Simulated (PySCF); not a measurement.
Species: C4H8F2O2.
Bonds: C1–O2, O2–C3, C3–F4, C3–C5, C5–F6, C3–O7, O7–C8. Hydrogens: H9, H10, H11 on C1; H12, H13 on C5; H14, H15, H16 on C8.

The same species was optimised twice, with GFN2-xTB and with PBE0-D3(BJ)/def2-SVP (PySCF), and the same property calculations (PySCF, gas phase) were run on both structures.

```json
{"coordinate": "C3–F4 (Å)", "GFN2-xTB": "1.407", "PBE0-D3(BJ)/def2-SVP": "1.385", "change": "-0.022"}
{"coordinate": "C3–C5 (Å)", "GFN2-xTB": "1.541", "PBE0-D3(BJ)/def2-SVP": "1.522", "change": "-0.019"}
{"coordinate": "O7–C8 (Å)", "GFN2-xTB": "1.430", "PBE0-D3(BJ)/def2-SVP": "1.414", "change": "-0.016"}
{"coordinate": "C1–O2 (Å)", "GFN2-xTB": "1.424", "PBE0-D3(BJ)/def2-SVP": "1.412", "change": "-0.012"}
{"coordinate": "C3–O7 (Å)", "GFN2-xTB": "1.360", "PBE0-D3(BJ)/def2-SVP": "1.355", "change": "-0.005"}
{"coordinate": "C5–F6 (Å)", "GFN2-xTB": "1.364", "PBE0-D3(BJ)/def2-SVP": "1.367", "change": "+0.003"}
{"coordinate": "O2–C3 (Å)", "GFN2-xTB": "1.367", "PBE0-D3(BJ)/def2-SVP": "1.369", "change": "+0.002"}
{"coordinate": "C1–O2–C3 (°)", "GFN2-xTB": "117.3", "PBE0-D3(BJ)/def2-SVP": "119.0", "change": "+1.7"}
{"coordinate": "C3–C5–F6 (°)", "GFN2-xTB": "112.3", "PBE0-D3(BJ)/def2-SVP": "110.9", "change": "-1.4"}
{"coordinate": "F4–C3–O7 (°)", "GFN2-xTB": "108.8", "PBE0-D3(BJ)/def2-SVP": "110.1", "change": "+1.3"}
{"coordinate": "O2–C3–C5 (°)", "GFN2-xTB": "116.6", "PBE0-D3(BJ)/def2-SVP": "115.4", "change": "-1.2"}
{"coordinate": "O2–C3–O7 (°)", "GFN2-xTB": "110.6", "PBE0-D3(BJ)/def2-SVP": "109.4", "change": "-1.2"}
{"coordinate": "C3–O7–C8 (°)", "GFN2-xTB": "115.6", "PBE0-D3(BJ)/def2-SVP": "116.3", "change": "+0.7"}
{"coordinate": "F4–C3–C5 (°)", "GFN2-xTB": "107.0", "PBE0-D3(BJ)/def2-SVP": "107.7", "change": "+0.7"}
{"coordinate": "O2–C3–F4 (°)", "GFN2-xTB": "108.0", "PBE0-D3(BJ)/def2-SVP": "108.3", "change": "+0.3"}
{"coordinate": "C1–O2–C3–F4 (°)", "GFN2-xTB": "-62", "PBE0-D3(BJ)/def2-SVP": "-54", "change": "+8"}
{"coordinate": "O2–C3–C5–F6 (°)", "GFN2-xTB": "-67", "PBE0-D3(BJ)/def2-SVP": "-63", "change": "+4"}
{"coordinate": "O2–C3–O7–C8 (°)", "GFN2-xTB": "51", "PBE0-D3(BJ)/def2-SVP": "51", "change": "0"}
```

Rotational constants: A = 2958, B = 1668, C = 1363 MHz (GFN2-xTB) against A = 2961, B = 1698, C = 1381 MHz (PBE0-D3(BJ)/def2-SVP). Point groups within 0.08 Å: C1 and C1.

On the GFN2-xTB structure: lowest singlet, TDDFT (eV) 8.13 [CAM-B3LYP/def2-SVPD]; lowest triplet, Tamm–Dancoff (eV) 7.97 [CAM-B3LYP/def2-SVPD]; isotropic polarisability (au) 60.2 [CAM-B3LYP/def2-SVPD]; HOMO (eV) -9.90 [CAM-B3LYP/def2-SVPD]; LUMO (eV) 1.23 [CAM-B3LYP/def2-SVPD]; dipole (D) 1.61 [CAM-B3LYP/def2-SVPD]; HOMO (eV) -8.27 [PBE0/pcSseg-1]; LUMO (eV) 1.54 [PBE0/pcSseg-1]; dipole (D) 1.55 [PBE0/pcSseg-1]; GIAO shielding of C1/C8 (mean) (ppm) 133.1 [PBE0/pcSseg-1]; GIAO shielding of O2/O7 (mean) (ppm) 252.0 [PBE0/pcSseg-1]; GIAO shielding of C3 (ppm) 62.2 [PBE0/pcSseg-1]; GIAO shielding of F4 (ppm) 300.5 [PBE0/pcSseg-1]; GIAO shielding of C5 (ppm) 97.2 [PBE0/pcSseg-1]; GIAO shielding of F6 (ppm) 427.1 [PBE0/pcSseg-1].

Task: What do these properties become on the PBE0-D3(BJ)/def2-SVP structure?

Result: 
```json
{"property": "lowest singlet, TDDFT (eV)", "level": "CAM-B3LYP/def2-SVPD", "on GFN2-xTB": "8.13", "on PBE0-D3(BJ)/def2-SVP": "8.06", "change": "-0.07"}
{"property": "lowest triplet, Tamm–Dancoff (eV)", "level": "CAM-B3LYP/def2-SVPD", "on GFN2-xTB": "7.97", "on PBE0-D3(BJ)/def2-SVP": "7.91", "change": "-0.06"}
{"property": "isotropic polarisability (au)", "level": "CAM-B3LYP/def2-SVPD", "on GFN2-xTB": "60.2", "on PBE0-D3(BJ)/def2-SVP": "60.4", "change": "+0.2"}
{"property": "HOMO (eV)", "level": "CAM-B3LYP/def2-SVPD", "on GFN2-xTB": "-9.90", "on PBE0-D3(BJ)/def2-SVP": "-9.82", "change": "+0.08"}
{"property": "LUMO (eV)", "level": "CAM-B3LYP/def2-SVPD", "on GFN2-xTB": "1.23", "on PBE0-D3(BJ)/def2-SVP": "1.23", "change": "0.00"}
{"property": "dipole (D)", "level": "CAM-B3LYP/def2-SVPD", "on GFN2-xTB": "1.61", "on PBE0-D3(BJ)/def2-SVP": "1.42", "change": "-0.19"}
{"property": "energy, GFN2-xTB geometry as zero (kcal/mol)", "level": "CAM-B3LYP/def2-SVPD", "on GFN2-xTB": "0.0", "on PBE0-D3(BJ)/def2-SVP": "-0.4", "change": "-0.4"}
{"property": "HOMO (eV)", "level": "PBE0/pcSseg-1", "on GFN2-xTB": "-8.27", "on PBE0-D3(BJ)/def2-SVP": "-8.20", "change": "+0.07"}
{"property": "LUMO (eV)", "level": "PBE0/pcSseg-1", "on GFN2-xTB": "1.54", "on PBE0-D3(BJ)/def2-SVP": "1.58", "change": "+0.04"}
{"property": "dipole (D)", "level": "PBE0/pcSseg-1", "on GFN2-xTB": "1.55", "on PBE0-D3(BJ)/def2-SVP": "1.38", "change": "-0.17"}
{"property": "energy, GFN2-xTB geometry as zero (kcal/mol)", "level": "PBE0/pcSseg-1", "on GFN2-xTB": "0.0", "on PBE0-D3(BJ)/def2-SVP": "-0.3", "change": "-0.3"}
{"property": "GIAO shielding of C1/C8 (mean) (ppm)", "level": "PBE0/pcSseg-1", "on GFN2-xTB": "133.1", "on PBE0-D3(BJ)/def2-SVP": "133.5", "change": "+0.4"}
{"property": "GIAO shielding of O2/O7 (mean) (ppm)", "level": "PBE0/pcSseg-1", "on GFN2-xTB": "252.0", "on PBE0-D3(BJ)/def2-SVP": "258.6", "change": "+6.6"}
{"property": "GIAO shielding of C3 (ppm)", "level": "PBE0/pcSseg-1", "on GFN2-xTB": "62.2", "on PBE0-D3(BJ)/def2-SVP": "65.6", "change": "+3.4"}
{"property": "GIAO shielding of F4 (ppm)", "level": "PBE0/pcSseg-1", "on GFN2-xTB": "300.5", "on PBE0-D3(BJ)/def2-SVP": "310.7", "change": "+10.2"}
{"property": "GIAO shielding of C5 (ppm)", "level": "PBE0/pcSseg-1", "on GFN2-xTB": "97.2", "on PBE0-D3(BJ)/def2-SVP": "96.6", "change": "-0.6"}
{"property": "GIAO shielding of F6 (ppm)", "level": "PBE0/pcSseg-1", "on GFN2-xTB": "427.1", "on PBE0-D3(BJ)/def2-SVP": "429.7", "change": "+2.6"}
```

The heavy atoms differ by 0.054 Å rms after alignment. Among bonds between heavy atoms C3–F4 changes most (-0.022 Å). Changes are differences of the printed values. Neither structure is proved a minimum here.

Shape of the structure used: `[CH3:1][O:2][C:3]([F:4])([CH2:5][F:6])[O:7][CH3:8]`: C1–O2–C3–F4 -54°, O2–C3–C5–F6 -63°, O2–C3–O7–C8 51°.
